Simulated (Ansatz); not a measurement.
Correlation energies of AlF₃H₂S, SMILES `[F][Al-]([F])([F])[SH2+]` by basis set

```csv
atom,x (Å),y (Å),z (Å)
F1,0.900,-1.600,-0.154
Al2,0.729,-0.185,0.679
F3,1.871,0.977,0.433
F4,-0.028,-0.260,2.142
S5,-1.096,0.818,-0.626
H6,-1.841,-0.303,-0.653
H7,-0.535,0.553,-1.820
```

The species carries charge 0 and has multiplicity 1. The structure was optimised at the PBE0-D4/def2-TZVP level. It is one conformer, not always the lowest. Frozen core, restricted reference, the Gaussian-basis code of Ansatz. CBS rows extrapolate triple and quadruple zeta; past MP2 they add the triple-zeta difference.

| basis | HF (Eh) | MP2 corr. | CCSD corr. | (T) | CCSD(T) total |
| --- | --- | --- | --- | --- | --- |
| def2-SVP | -938.73555 | -0.76244 | -0.78947 | -0.01172 | -939.53674 |
| def2-TZVPP | -939.35142 | -1.02060 | -1.04237 | -0.03122 | -940.42501 |
| def2-QZVPP | -939.38591 | -1.11781 | – | – | – |
| CBS(def2) | -939.39066 | -1.18981 | -1.21157 | as TZ | -940.63345 |
